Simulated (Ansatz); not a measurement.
Mulliken charges of CH5SeSi (`C[SiH][SeH]`) radical from ωB97M-V/def2-TZVPP in Ansatz (PBE0-D4/def2-TZVP geometry).

| atom | x (Å) | y (Å) | z (Å) | charge (e) |
| --- | --- | --- | --- | --- |
| C1 | -0.672 | 0.850 | -0.212 | -0.410 |
| Si2 | 0.999 | -0.005 | -0.222 | 0.159 |
| Se3 | 0.926 | -2.115 | 0.640 | -0.175 |
| H4 | -0.572 | 1.868 | -0.598 | 0.124 |
| H5 | -1.065 | 0.897 | 0.807 | 0.134 |
| H6 | -1.389 | 0.315 | -0.837 | 0.120 |
| H7 | 1.967 | 0.696 | 0.673 | -0.019 |
| H8 | -0.103 | -2.562 | -0.309 | 0.069 |

Problem. By hand: the dipole of these point charges (1 e Å = 4.8032 D).

Solution. Σ q r = (-0.152, 0.220, -0.161) e Å, of length 0.312 e Å = 1.50 D.

Problem. How does the dipole of the full density compare? (Best estimate.)

Solution. Ansatz gave: (-0.242, 0.190, -0.134) e Å, 1.61 D; the point charges give 0.93 times that, at 17° from its direction.

Point charges leave out the atoms' own dipoles, such as those of lone pairs, and Mulliken's split depends on the basis, so the close match here is no proof of good charges.
